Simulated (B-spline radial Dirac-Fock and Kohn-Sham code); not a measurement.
## Binding energies of Ta⁵⁷⁺ at several levels of theory

System: the Ta⁵⁷⁺ ion in the configuration [Ne] 3s2 3p4.

The density-functional columns are spherical, spin-unpolarised Dirac-Kohn-Sham results without Breit or QED terms: −ε is minus the orbital energy of the initial state and ΔSCF the difference of two total energies. The reference in the last column comes from multi-electron Dirac-Fock with separately optimised hole states, Breit and Lamb-shift corrections added in first order. All numbers are from a radial atomic solver, in eV; a selection of levels is shown. The Kohn-Sham columns are given as differences from the reference. For the 1s level of heavy atoms much of the gap between ΔSCF and the reference is the Breit and QED part, -334.1 eV here; for other levels the error of the functional can be larger.

| level | LDA −ε − DF | LDA ΔSCF − DF | Dirac-Fock |
| --- | --- | --- | --- |
| K (1s) | -275.9 | +323.5 | 71833.9 |
| L1 (2s) | -183.4 | -36.9 | 15921.8 |
| L2 (2p1/2) | -132.5 | +45.5 | 15414.6 |
| M1 (3s) | -64.7 | -3.6 | 6302.7 |
| M2,3 (3p) | -51.4 | +11.2 | 5894.2 |

Values without a named source are computed, but for edge energies of neutral atoms, which are taken from tables.
